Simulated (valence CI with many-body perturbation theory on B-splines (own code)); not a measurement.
Energy levels of Gd⁴³⁺

Computed by configuration interaction combined with many-body perturbation theory (CI+MBPT): three valence electrons over a frozen Dirac-Fock core [Ar], a basis of 7 s, 7 p, 8 d, 6 f, 4 g, 1 h functions for each j, with the one-electron correlation potential Σ1, the two-electron term Σ2, the three-electron term Σ3, Breit, model QED; selected CI, second order for the rest, scaled by the run's own slope (own B-spline code, finite nucleus).

No measured spectrum was set against this ion. As an estimate, large intervals hold to a few tenths of a per cent, small ones and those within an open d or f shell to about a per cent. Only levels of the ground parity were solved; by the run's estimate the other parity begins above the list, which can be wrong where configurations are misplaced.

Levels 1 to 19 of 19, with energies above the lowest level, (3d3/2^3) J=3/2. "Leading %" is the weight of the configuration and term that name the level; weights of strongly mixed levels are sums over their largest components and can fall short. In the jj column 3d3/2^4 stands for four electrons in 3d with j = 3/2.

| No. | Configuration | Term | J | E (eV) | Leading % | Second component | g | Leading jj |
| --- | --- | --- | --- | --- | --- | --- | --- | --- |
| 1 | 3d3 | 4F | 3/2 | 0.00 | 51 | 36 % 3d3 2D | 0.676 | 3d3/2^3 (96 %) |
| 2 | 3d3 | 4F | 5/2 | 30.06 | 85 | 14 % 3d3 2D | 1.048 | 3d3/2^2 3d5/2 (98 %) |
| 3 | 3d3 | 4P | 3/2 | 35.79 | 39 | 30 % 3d3 2P | 1.202 | 3d3/2^2 3d5/2 (97 %) |
| 4 | 3d3 | 2G | 7/2 | 38.03 | 46 | 40 % 3d3 4F | 1.057 | 3d3/2^2 3d5/2 (93 %) |
| 5 | 3d3 | 2G | 9/2 | 38.80 | 43 | 42 % 3d3 2H | 1.054 | 3d3/2^2 3d5/2 (98 %) |
| 6 | 3d3 | 4P | 1/2 | 39.98 | 60 | 40 % 3d3 2P | 1.854 | 3d3/2^2 3d5/2 (100 %) |
| 7 | 3d3 | 4P | 5/2 | 57.31 | 48 | 33 % 3d3 2D | 1.318 | 3d3/2^2 3d5/2 (87 %) |
| 8 | 3d3 | 4F | 7/2 | 67.90 | 58 | 39 % 3d3 2G | 1.090 | 3d3/2 3d5/2^2 (96 %) |
| 9 | 3d3 | 4F | 9/2 | 71.25 | 53 | 43 % 3d3 2H | 1.133 | 3d3/2 3d5/2^2 (95 %) |
| 10 | 3d3 | 4P | 3/2 | 75.54 | 41 | 39 % 3d3 2D | 1.127 | 3d3/2 3d5/2^2 (99 %) |
| 11 | 3d3 | 2P | 1/2 | 77.88 | 60 | 40 % 3d3 4P | 1.467 | 3d3/2 3d5/2^2 (100 %) |
| 12 | 3d3 | 2H | 11/2 | 79.52 | 100 |  | 1.083 | 3d3/2 3d5/2^2 (100 %) |
| 13 | 3d3 | 2D | 5/2 | 80.59 | 53 | 23 % 3d3 4P | 1.219 | 3d3/2 3d5/2^2 (86 %) |
| 14 | 3d3 | 2F | 5/2 | 85.85 | 43 | 38 % 3d3 2D | 1.108 | 3d3/2 3d5/2^2 (96 %) |
| 15 | 3d3 | 2F | 7/2 | 87.49 | 84 | 15 % 3d3 2G | 1.098 | 3d3/2 3d5/2^2 (97 %) |
| 16 | 3d3 | 2D | 3/2 | 101.66 | 63 | 29 % 3d3 2P | 0.979 | 3d3/2 3d5/2^2 (83 %) |
| 17 | 3d3 | 2G | 9/2 | 108.60 | 53 | 32 % 3d3 4F | 1.142 | 3d5/2^3 (97 %) |
| 18 | 3d3 | 2D | 3/2 | 121.40 | 60 | 29 % 3d3 2P | 1.041 | 3d5/2^3 (84 %) |
| 19 | 3d3 | 2D | 5/2 | 129.34 | 63 | 23 % 3d3 2F | 1.153 | 3d5/2^3 (93 %) |

The ionisation energy to 3d2 3F_2 of the next ion comes out as 3425 eV (NIST: 3424 ± 4 eV (theoretical)). All 19 levels together are meant to be complete up to 134.51 eV.
